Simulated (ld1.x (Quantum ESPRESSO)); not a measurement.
**gallium (Ga) ultrasoft: all-electron and pseudo phase curves**

gallium, ultrasoft, made with ld1.x (Quantum ESPRESSO) 7.5 (PBEsol, scalar-relativistic). Core [Ar] 3d10, reference 4s2 4p1. Waves: 4s (bound): rcut 1.80, rcutus 1.90 bohr; 4s channel at 0.55 Ry: rcut 1.80, rcutus 1.90 bohr; 4p (bound): rcut 1.85, rcutus 2.15 bohr; 4p channel at 0.3 Ry: rcut 1.85, rcutus 2.15 bohr; 4d channel at 0.25 Ry: rcut 1.55, rcutus 2.05 bohr; 4d channel at 0.8 Ry: rcut 1.55, rcutus 2.05 bohr. Local part: all-electron potential smoothed inside 1.45 bohr (lloc = -1). Core correction: none. Augmentation charge: built from norm-conserving waves at rcut, not smoothed further.

The phase is arctan(r·u′/u) with u = r·R(r), unwrapped; energies in Ry, scanned from -3 to 5 Ry. A pole is an energy at which the radial function vanishes at the test radius. The pseudo phase is shifted by a multiple of π to meet the all-electron one at the reference energy, and phase errors are pseudo minus all-electron; the curves can meet again beyond the range given. Levels narrower than the energy grid can be missing from the lists of poles.

Task: For each channel, where are the poles, and over which energies does the pseudopotential scatter like the atom?

Result:

```tsv
channel	radius (bohr)	reference energy (Ry)	poles, all-electron	poles, pseudo	unbroken range about the reference energy with phases within 0.05 rad	phase error 1 Ry above the reference energy (rad)
s	2.36	-0.66	1.06	1.06	below 4.8	-0.000
p	2.36	-0.19	2.30	2.32	the whole range	+0.000
d	2.36	0.25	-1.34, 4.50	-0.64, 3.99	-0.5 to 1.5	-0.016
```

Note: ghost state, extra bound levels that the all-electron valence spectrum of the same l lacks: d at -7.5 eV. A true bound ghost makes a file unfit for plane-wave use.

Phases in the s channel:

```
E (Ry)  all-electron  pseudo
 -3.00         1.250   1.250
 -2.52         1.194   1.194
 -2.04         1.099   1.099
 -1.56         0.904   0.903
 -1.08         0.356   0.356
 -0.60        -0.733  -0.733
 -0.12        -1.248  -1.248
  0.36        -1.439  -1.439
  0.84        -1.538  -1.538
  1.32        -1.603  -1.603
  1.80        -1.655  -1.654
  2.28        -1.702  -1.702
  2.76        -1.753  -1.752
  3.24        -1.815  -1.813
  3.72        -1.903  -1.898
  4.20        -2.047  -2.040
  4.68        -2.343  -2.361
```
